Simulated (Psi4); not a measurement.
A dimer, H2 ··· HCl (SMILES [H][H] and Cl), singlet; the first 2 atoms form monomer A.

```
4

H      0.3719     0.0000     0.0000
H     -0.3719     0.0000     0.0000
Cl    -2.8655    -1.1286    -1.4612
H     -2.6412    -0.9117    -2.7046
```

**Question.** What interaction energy does SAPT0/jun-cc-pVDZ, frozen core run with Psi4 1.11 give, and which attractive term is the largest?

**Answer.** Total 0.12 kcal/mol: electrostatics -0.35, exchange 0.81, induction -0.09, dispersion -0.24. The most attractive term is electrostatics.
